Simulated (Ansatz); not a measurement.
Abridged output of a molecular run in Ansatz:

```
Functional definition: HF
904 factors; integrals over basis functions are off by at most 7.5e-4 eV
mean field evaluation 1: about -15368.3408 eV, gradient 4.7e1 eV
mean field evaluation 2: about -15368.3653 eV, gradient 4.7e1 eV
mean field evaluation 4: about -15372.4979 eV, gradient 2.8e0 eV
mean field evaluation 8: about -15372.5309 eV, gradient 1.6e-1 eV
mean field -15372.53100886 eV, -564.9300946998 hartree, gradient 6.8e-7 eV, S^2 0.000000; 0 other end points of the search recorded, 0 dependent functions left out
9 core orbitals not correlated: weight in the atoms' cores, before any rotation towards them, 1.000 or more for the frozen orbitals, at most 0.000 for the correlated occupied ones
reference -15372.53100886 eV, -564.9300946998 hartree; 15, 15 occupied and 70, 70 virtual orbitals, 904 factors
second order -19.70606203 eV of doubles, -0.00000000 eV of singles
cycle   1  -20.08853698 eV  change   -3.8e-1 eV  update   9.7e-2
cycle   2  -20.53378584 eV  change   -4.5e-1 eV  update   2.7e-2
cycle   3  -20.65114508 eV  change   -1.2e-1 eV  update   1.5e-2
cycle   4  -20.64608353 eV  change    5.1e-3 eV  update   3.3e-3
cycle   5  -20.64404817 eV  change    2.0e-3 eV  update   1.8e-3
cycle   6  -20.64460423 eV  change   -5.6e-4 eV  update   6.5e-4
cycle   7  -20.64451736 eV  change    8.7e-5 eV  update   2.5e-4
cycle   8  -20.64438722 eV  change    1.3e-4 eV  update   9.1e-5
cycle   9  -20.64440534 eV  change   -1.8e-5 eV  update   3.0e-5
perturbative correction -0.39257304 eV, -0.0144267930 hartree
Total energy: -15393.56798724 eV, -565.7031893958 hartree
```

Its atoms:

Cartesian coordinates in Å:
```
B 0.029 1.633 -0.085
Si -0.013 -0.348 0.220
O 0.663 -1.254 -0.967
O -1.539 -0.882 0.395
F 0.831 -0.601 1.561
H -0.907 2.336 0.147
H 1.022 2.154 -0.499
H 1.613 -1.213 -1.079
H -1.699 -1.824 0.308
```

Task: Which basis set was used?
A. def2-SVP
B. cc-pV(Q+d)Z
C. def2-SVPD
D. def2-TZVPPD

Result: A. It gives 94 functions.

Task: Write the keys of the input that set method, charge and spin (a neutral closed shell needs none for the last two).

Result: 
```yaml
correlation: {method: ccsd_t}
```
